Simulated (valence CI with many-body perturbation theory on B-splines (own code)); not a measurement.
Energy levels of Pd XLII

Computed by configuration interaction combined with many-body perturbation theory (CI+MBPT): three valence electrons over a frozen Dirac-Fock core [He], a basis of 11 s, 11 p, 9 d, 7 f, 5 g, 2 h, 1 i functions for each j, with the one-electron correlation potential Σ1, the two-electron term Σ2, the three-electron term Σ3, Breit, model QED; selected CI, second order for the rest (own B-spline code, finite nucleus).

The last digits are not significant, and no measured levels were compared; by estimate large intervals hold to a few tenths of a per cent, small ones and those within an open d or f shell to about a per cent.

Levels 91 to 99 of 99, with energies above the lowest level, (2s^2 2p1/2) J=1/2. "Leading %" is the weight of the configuration and term that name the level; weights of strongly mixed levels are sums over their largest components and can fall short. In the jj column 3d3/2^4 stands for four electrons in 3d with j = 3/2. Lifetimes count E1, E2, E3, M1 and M2 decay at the calculated energies, and are blank where another channel may lead or the interval is too uncertain; long ones can be off by a factor of two.

| No. | Configuration | Term | J | E (Ry) | Leading % | g | Lifetime | Leading jj |
| --- | --- | --- | --- | --- | --- | --- | --- | --- |
| 91 | 2p²3p | ²P° | 1/2 | 306.35 | 84 | 0.683 | 15.9 fs | 2p1/2 2p3/2 3p3/2 (98 %) |
| 92 | 2p²3d | ⁴F | 7/2 | 306.62 | 57 | 1.113 | 328 fs | 2p1/2 2p3/2 3d3/2 (66 %) |
| 93 | 2p²3d | ⁴D | 7/2 | 306.90 | 48 | 1.257 | 228 fs | 2p1/2 2p3/2 3d5/2 (74 %) |
| 94 | 2p²3d | ⁴P | 5/2 | 307.24 | 38 | 1.215 | 4.90 fs | 2p1/2 2p3/2 3d3/2 (51 %) |
| 95 | 2p²3d | ⁴D | 3/2 | 307.45 | 40 | 1.105 | 7.70 fs | 2p1/2 2p3/2 3d5/2 (64 %) |
| 96 | 2p²3d | ²G | 9/2 | 307.79 | 58 | 1.195 | 1.87 ps | 2p1/2 2p3/2 3d5/2 (99 %) |
| 97 | 2p²3d | ⁴D | 5/2 | 308.02 | 38 | 1.151 | 4.45 fs | 2p1/2 2p3/2 3d5/2 (61 %) |
| 98 | 2p²3d | ⁴P | 3/2 | 308.04 | 47 | 1.399 | 3.49 fs | 2p1/2 2p3/2 3d3/2 (65 %) |
| 99 | 2p²3d | ⁴P | 1/2 | 308.19 | 42 | 1.867 | 3.58 fs | 2p1/2 2p3/2 3d3/2 (97 %) |
